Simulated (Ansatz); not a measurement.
Geometry optimisation, Ansatz, UKS PBE/def2-mTZVP.

Input:

```yaml
crystal:
  periodic: [false, false, false]
  atoms:
    - { symbol: O, position_ang: [-1.72299, 1.00895, -0.14187] }
    - { symbol: Al, position_ang: [-0.15623, 0.51997, -0.21588] }
    - { symbol: B, position_ang: [0.73077, -1.2389, 0.45188] }
    - { symbol: Cl, position_ang: [2.2946, -0.83327, -0.07049] }
    - { symbol: H, position_ang: [-2.61248, 1.3346, -0.1237] }
    - { symbol: H, position_ang: [0.8473, 1.49261, -0.88371] }
    - { symbol: H, position_ang: [-0.91619, -0.61193, 0.50026] }
magnetization:
  spin_polarized: true
basis:
  gaussian: { orbitals: def2-mTZVP }
hamiltonian:
  xc: pbe
relax:
  f_tol: 0.02
  max_steps: 50
output:
  orbitals: {}
```

Command:

```bash
$ ansatz run input.yaml --threads 2 --pin off --max-ram 3072MiB --backend cpu --events-out ev --progress --plain --runs-dir out
```

**Question.** Where does it end, and by what steps?

**Answer.** It did not converge within its limit. After 49 steps the energy has fallen by 3.139 eV; H7 moved furthest, 1.92 Å. Parted: Al2–B3.

```csv
step,energy less start (eV),largest force component (eV/Å),accepted
0,0.0000,3.026,yes
2,-2.0669,0.909,yes
4,-2.3717,0.913,yes
6,-2.6618,0.440,yes
8,-2.7109,0.102,yes
10,-2.7165,0.103,yes
12,-2.7261,0.453,yes
14,-2.7345,1.725,no
16,-2.8804,0.560,yes
18,-2.9121,0.325,yes
20,-2.9203,0.245,yes
22,-2.9257,0.089,yes
24,-2.9274,0.054,yes
26,-2.9279,0.060,yes
28,-2.9284,0.041,yes
30,-2.9297,0.094,yes
32,-2.9309,0.231,no
34,-2.9313,0.172,no
36,-2.9339,0.078,yes
38,-2.9374,0.141,yes
40,-2.9420,0.241,yes
42,-2.9508,0.085,yes
44,-2.9547,0.496,no
46,-2.9837,0.099,yes
48,-3.0514,0.423,yes
49,-3.1390,0.449,yes
```

```xyz
7
Properties=species:S:1:pos:R:3
O -2.249 0.903 -0.293
Al -0.526 0.907 -0.404
B 1.360 -1.142 0.988
Cl 2.246 -2.538 0.406
H -2.729 1.691 0.014
H 0.283 2.246 -0.069
H 0.079 -0.395 -1.125
```

Run time: 3.6 min on 2 threads of Arm Neoverse N1 (shared host), peak memory 0.21 GiB.
